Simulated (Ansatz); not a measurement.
Steps of a relaxation of `C/[C]([GaH2])=C\[S][AlH2]` with RKS PBE0-D4/def2-TZVP.

```sh
$ ansatz run in.yaml --threads 2 --pin off --events-out ev --progress --plain --max-ram 22528MiB --backend cuda --devices 0, --max-vram 18GiB
```

```yaml
crystal:
  periodic: [false, false, false]
  atoms:
    - {symbol: C, position_ang: [-0.947880, -0.744180, 0.282050]}
    - {symbol: C, position_ang: [0.402150, -0.371360, -0.241770]}
    - {symbol: Ga, position_ang: [2.001170, -1.497490, 0.237140]}
    - {symbol: C, position_ang: [0.644200, 0.619130, -1.109740]}
    - {symbol: S, position_ang: [-0.525330, 1.742770, -1.832600]}
    - {symbol: Al, position_ang: [-1.357520, 1.867830, 0.206950]}
    - {symbol: H, position_ang: [-1.211300, -0.152110, 1.181680]}
    - {symbol: H, position_ang: [-0.948270, -1.796210, 0.589840]}
    - {symbol: H, position_ang: [-1.743010, -0.591240, -0.462330]}
    - {symbol: H, position_ang: [3.433220, -1.117690, -0.299840]}
    - {symbol: H, position_ang: [1.812760, -2.788580, 1.138350]}
    - {symbol: H, position_ang: [1.658170, 0.773620, -1.476440]}
    - {symbol: H, position_ang: [-0.354900, 2.298910, 1.301120]}
    - {symbol: H, position_ang: [-2.863450, 1.756610, 0.485570]}
basis:
  gaussian: {orbitals: def2-TZVP}
hamiltonian: {xc: pbe0, dispersion: d4}
relax: {f_tol: 0.005, max_steps: 150}
```

Positions (Å) and forces (eV/Å) along the path, 9 of 27 steps:

```xyz
14
step=1 energy=-73035.4302 eV
C    -0.948   -0.744    0.282   -0.052    0.230   -0.042
C     0.402   -0.371   -0.242    1.020   -0.758    0.201
Ga    2.001   -1.497    0.237   -0.409    0.296   -0.034
C     0.644    0.619   -1.110    0.182    0.202   -0.527
S    -0.525    1.743   -1.833   -0.010   -0.203    0.209
Al   -1.358    1.868    0.207    0.219    0.083   -0.362
H    -1.211   -0.152    1.182   -0.012   -0.370    0.096
H    -0.948   -1.796    0.590   -0.259    0.241    0.115
H    -1.743   -0.591   -0.462    0.024   -0.104   -0.018
H     3.433   -1.118   -0.300   -0.157    0.058   -0.020
H     1.813   -2.789    1.138   -0.074    0.165   -0.108
H     1.658    0.774   -1.476   -0.074    0.029    0.048
H    -0.355    2.299    1.301    0.325    0.104    0.406
H    -2.863    1.757    0.486   -0.723    0.027    0.036
14
step=3 energy=-73035.5531 eV
C    -0.885   -0.735    0.278    0.000   -0.010    0.144
C     0.485   -0.448   -0.284   -0.193    0.192    0.159
Ga    2.034   -1.502    0.243   -0.029   -0.057   -0.067
C     0.697    0.570   -1.139    0.053   -0.157   -0.542
S    -0.549    1.672   -1.771    0.277   -0.086    0.183
Al   -1.430    1.892    0.247   -0.163    0.022    0.092
H    -1.079   -0.223    1.243    0.083    0.023   -0.133
H    -1.016   -1.788    0.548    0.038    0.055   -0.081
H    -1.690   -0.490   -0.434    0.059   -0.021    0.014
H     3.429   -1.059   -0.309    0.037   -0.039    0.020
H     1.777   -2.750    1.159    0.088   -0.001    0.031
H     1.682    0.693   -1.615   -0.382    0.113    0.314
H    -0.431    2.230    1.440   -0.112   -0.052   -0.099
H    -3.024    1.939    0.393    0.244    0.017   -0.032
14
step=6 energy=-73035.5861 eV
C    -0.879   -0.719    0.312   -0.010    0.004    0.078
C     0.481   -0.445   -0.263   -0.002   -0.014    0.001
Ga    2.034   -1.531    0.201   -0.013    0.016    0.003
C     0.699    0.558   -1.133    0.043   -0.032   -0.001
S    -0.498    1.701   -1.744    0.007    0.024    0.009
Al   -1.471    1.908    0.231    0.007   -0.094   -0.061
H    -1.039   -0.185    1.266   -0.004   -0.025   -0.048
H    -1.013   -1.768    0.583   -0.004   -0.007   -0.010
H    -1.690   -0.478   -0.394    0.024    0.028   -0.004
H     3.416   -1.124   -0.412    0.012   -0.008   -0.014
H     1.853   -2.762    1.160    0.010   -0.005    0.001
H     1.690    0.705   -1.556   -0.029    0.016   -0.006
H    -0.535    2.182    1.472   -0.007    0.044    0.030
H    -3.048    1.958    0.276   -0.035    0.050    0.023
14
step=7 energy=-73035.5891 eV
C    -0.873   -0.717    0.315    0.006    0.002    0.080
C     0.487   -0.451   -0.263   -0.013    0.014    0.002
Ga    2.039   -1.538    0.199    0.001   -0.004   -0.007
C     0.705    0.554   -1.132    0.012   -0.031    0.029
S    -0.490    1.702   -1.736   -0.007    0.014   -0.010
Al   -1.489    1.901    0.228    0.019   -0.025   -0.013
H    -1.029   -0.187    1.271    0.004   -0.015   -0.042
H    -1.018   -1.767    0.581   -0.004   -0.005   -0.020
H    -1.682   -0.466   -0.390    0.007    0.015   -0.009
H     3.420   -1.138   -0.425    0.003    0.000   -0.011
H     1.868   -2.767    1.160    0.002    0.001    0.005
H     1.694    0.700   -1.557   -0.013    0.010   -0.011
H    -0.564    2.194    1.476   -0.015    0.013    0.013
H    -3.067    1.982    0.273   -0.003    0.011   -0.007
14
step=9 energy=-73035.5939 eV
C    -0.852   -0.696    0.364   -0.023   -0.047   -0.007
C     0.501   -0.455   -0.242    0.015   -0.033    0.036
Ga    2.052   -1.566    0.174   -0.005    0.019   -0.015
C     0.727    0.547   -1.109   -0.045    0.107   -0.107
S    -0.440    1.726   -1.715    0.012   -0.035    0.034
Al   -1.537    1.895    0.199   -0.012    0.015    0.001
H    -0.946   -0.230    1.355   -0.021   -0.029   -0.031
H    -1.053   -1.760    0.537    0.000    0.115   -0.039
H    -1.669   -0.349   -0.304    0.079   -0.052    0.091
H     3.405   -1.195   -0.530   -0.023   -0.008    0.013
H     1.915   -2.772    1.170   -0.001   -0.001   -0.003
H     1.709    0.680   -1.558    0.012   -0.047    0.040
H    -0.697    2.196    1.505   -0.004   -0.001   -0.006
H    -3.116    1.979    0.153    0.014   -0.002   -0.006
14
step=13 energy=-73035.5983 eV
C    -0.824   -0.699    0.410    0.017   -0.001    0.014
C     0.512   -0.446   -0.221   -0.022    0.015   -0.004
Ga    2.058   -1.573    0.158    0.009    0.007    0.017
C     0.730    0.549   -1.101    0.014   -0.023    0.015
S    -0.429    1.724   -1.718   -0.011   -0.004    0.006
Al   -1.574    1.915    0.164    0.021    0.028   -0.025
H    -0.880   -0.324    1.438    0.008   -0.004   -0.009
H    -1.057   -1.765    0.473   -0.005   -0.006   -0.004
H    -1.658   -0.278   -0.190   -0.014    0.005   -0.008
H     3.401   -1.211   -0.566   -0.001   -0.001    0.000
H     1.928   -2.785    1.147    0.000   -0.004   -0.006
H     1.714    0.663   -1.549   -0.010    0.009   -0.009
H    -0.773    2.196    1.496    0.005   -0.013    0.013
H    -3.147    2.035    0.059   -0.011   -0.009    0.001
14
step=18 energy=-73035.5996 eV
C    -0.830   -0.719    0.408   -0.024    0.001   -0.032
C     0.502   -0.450   -0.223    0.008   -0.005    0.010
Ga    2.062   -1.553    0.177   -0.008    0.001   -0.011
C     0.715    0.540   -1.109   -0.001    0.005   -0.007
S    -0.456    1.696   -1.744   -0.015    0.014   -0.001
Al   -1.560    1.941    0.152   -0.012   -0.004    0.015
H    -0.871   -0.384    1.448   -0.004    0.006    0.025
H    -1.067   -1.786    0.427    0.003   -0.007   -0.003
H    -1.671   -0.269   -0.162    0.029   -0.009    0.012
H     3.410   -1.167   -0.525   -0.001    0.001    0.003
H     1.933   -2.778    1.151    0.003    0.003    0.004
H     1.699    0.666   -1.553    0.010   -0.011    0.005
H    -0.732    2.168    1.480   -0.004    0.000   -0.017
H    -3.133    2.096    0.073    0.017    0.006   -0.002
14
step=23 energy=-73035.6002 eV
C    -0.839   -0.748    0.399    0.000   -0.006    0.011
C     0.491   -0.460   -0.226   -0.006    0.005   -0.003
Ga    2.068   -1.534    0.191    0.002   -0.003    0.004
C     0.699    0.529   -1.114    0.003   -0.004   -0.001
S    -0.482    1.675   -1.757    0.006   -0.006    0.008
Al   -1.550    1.966    0.149    0.002   -0.002   -0.008
H    -0.878   -0.449    1.451    0.003   -0.002   -0.014
H    -1.075   -1.816    0.379    0.003    0.004    0.000
H    -1.678   -0.274   -0.149   -0.008    0.004   -0.001
H     3.411   -1.133   -0.511    0.000    0.000   -0.002
H     1.961   -2.745    1.185    0.001    0.002   -0.001
H     1.685    0.662   -1.551   -0.005    0.006    0.000
H    -0.698    2.136    1.468    0.001    0.002    0.003
H    -3.114    2.191    0.085   -0.002    0.002    0.001
14
step=27 energy=-73035.6003 eV
C    -0.842   -0.757    0.395    0.001   -0.001   -0.001
C     0.488   -0.464   -0.228   -0.003    0.003   -0.001
Ga    2.069   -1.530    0.195    0.000   -0.002    0.000
C     0.696    0.527   -1.115    0.003   -0.005    0.004
S    -0.486    1.671   -1.757   -0.002    0.002   -0.001
Al   -1.548    1.973    0.149    0.000    0.000    0.000
H    -0.879   -0.464    1.448    0.000    0.001    0.001
H    -1.076   -1.825    0.368    0.000   -0.001    0.000
H    -1.682   -0.278   -0.148    0.001    0.000    0.000
H     3.409   -1.130   -0.514    0.000    0.000    0.000
H     1.970   -2.732    1.200    0.000    0.001    0.000
H     1.683    0.663   -1.549   -0.001    0.001   -0.001
H    -0.693    2.129    1.468   -0.001    0.000    0.000
H    -3.110    2.216    0.087    0.000    0.000    0.000
```

Run time 43 s (2 threads of an AMD EPYC 7R13 on a shared host and a share of an NVIDIA H100 80 GB); peak host memory 0.99 GiB.
